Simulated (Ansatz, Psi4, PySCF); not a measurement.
C$_{6}$H$_{14}$, charge -1, doublet, at the geometry of the source list (a state made from the parent by changing its charge; the spin is typed, not shown lowest) (in this run its highest filled SCF level lies above zero, so its values depend strongly on the basis, on diffuse functions most of all). Base run: CCSD(T)/STO-3G run with PySCF.

Input for PySCF:
```python
from pyscf import gto, scf, cc

mol = gto.M(
    atom='''
C     2.833400    0.850300   -0.342400
C     1.828800    0.001100    0.425600
C     0.444400    0.031600   -0.217600
C    -0.560100   -0.817000    0.558100
C    -1.933300   -0.902400   -0.108400
C    -2.666400    0.432100   -0.158600
H     2.936200    0.490800   -1.364100
H     2.509500    1.888300   -0.377900
H     3.810900    0.813300    0.133200
H     2.184400   -1.031300    0.468100
H     1.755600    0.366400    1.452900
H     0.098600    1.065800   -0.261400
H     0.515500   -0.340400   -1.242900
H    -0.674200   -0.409200    1.565700
H    -0.158800   -1.829300    0.657100
H    -1.817300   -1.290700   -1.123400
H    -2.543100   -1.617700    0.449600
H    -2.746700    0.860900    0.838000
H    -3.670900    0.296200   -0.553900
H    -2.146600    1.141200   -0.797500
''',
    basis='sto-3g',
    charge=-1,
    spin=1,
    verbose=4,
)

mf = scf.UHF(mol)
mf.kernel()

mycc = cc.CCSD(mf)
mycc.kernel()
et = mycc.ccsd_t()
print('E(CCSD(T)) = %.10f' % (mycc.e_tot + et))
```

The same geometry, method and basis name were run in Ansatz (a first-principles code) and Psi4 and PySCF, at each program's defaults and at the settings that a row names. The base is PySCF at its defaults. Differences at the defaults can come from grids, fitting, cores and function types together.

```
code and settings                                                                 ΔE vs base (mEh)  basis functions      E (Eh)  SCF cycles
--------------------------------------------------------------------------------  ----------------  ---------------  ----------  ----------
PySCF, defaults (exact integrals, spherical functions, all electrons correlated)             0.000               44  -232.50170          18
Psi4, defaults (exact integrals, spherical functions, all electrons correlated)              0.000               44  -232.50170          22
Ansatz, defaults (factorised integrals, spherical functions, frozen core)                    2.731               44  -232.49897           -
PySCF, frozen core                                                                           2.692               44  -232.49901          18
Psi4, exact integrals, spherical functions, frozen core                                      2.692               44  -232.49901          22
Ansatz, high accuracy, frozen core                                                           2.692               44  -232.49901           -
```

Open shells are given as the SCF converged; they aren't shown to be the lowest states, and a large step between rows can be another state.
